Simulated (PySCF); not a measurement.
Dipole response of Cu (copper, neutral)

[Ar] 3d10 4s1, 2S determinant. All numbers are calculated (PySCF 2.14, scalar relativity by spin-free X2C-1e, in aug-cc-pwCVTZ-DK with one added diffuse shell each of s, p, d, f, g type (11s10p8d5f4g, 152 functions)). Coupled (time-dependent) response in atomic units; α is the mean over directions.

```json
{"method": "PW91", "mean α (bohr³)": "41.26", "C₆ (like pair)": "265.5", "S(−4)": "1322"}
```

S(−4) is the Cauchy moment in α(ω) = α(0) + S(−4) ω² + …

Reference α: 46.5 ± 0.5 bohr³ (recommended; Schwerdtfeger and Nagle, table of static dipole polarizabilities (2023 update)). Published C₆: 253.0 (Chu and Dalgarno (2004); Tang, Norbeck and Certain (1976)).

α(iu) at PW91:

```csv
u (hartree),α(iu) (bohr³)
0,41.26
0.0500,38.25
0.100,31.70
0.200,20.04
0.300,13.49
0.500,7.702
0.750,4.838
1.00,3.445
1.50,2.106
2.00,1.469
3.00,0.8649
5.00,0.4240
```

A single London oscillator, α(iu) = α/(1 + u²/ω²), gives C₆ = (3/4) ω α². Matching the computed C₆ needs ω = 4 × 265.5 / (3 × 41.26²) = 0.208 hartree.
